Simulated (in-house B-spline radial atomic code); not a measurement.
A fraction x of an electron is removed from 5p in Dy II (Dy+), starting from [Xe] 4f10 6s1 and keeping the highest spin. Computed with a B-spline radial code for spherical atoms: scalar-relativistic (X2C) revTPSS, spin-polarised, spherical fractional occupations, Fermi nucleus of rms radius 5.2218 fm.

| x | E(x) - E(0) (eV) | 5p down level (eV) |
| --- | --- | --- |
| 0 | 0.0000 | -31.312 |
| 0.04 | 1.2612 | -31.750 |
| 0.19 | 6.1481 | -33.413 |
| 0.33 | 10.9362 | -34.991 |
| 0.38 | 12.7000 | -35.560 |
| 0.5 | 17.0496 | -36.936 |
| 0.53 | ? | ? |
| 0.69 | 24.2767 | -39.144 |
| 0.81 | ? | ? |
| 1 | 36.9777 | -42.810 |

Problem. What belongs in the row x = 0.53?

Solution. An energy change of 18.1629 eV; 5p down at -37.283 eV.

Problem. What belongs in the row x = 0.81?

Solution. An energy change of 29.0585 eV; 5p down at -40.554 eV.

Problem. Check Janak's theorem between x = 0.04 and 0.19.

Solution. The slope of the energy is 32.58 eV; the orbital levels give 32.58 eV (-ε of the emptying orbital, averaged over the two points).
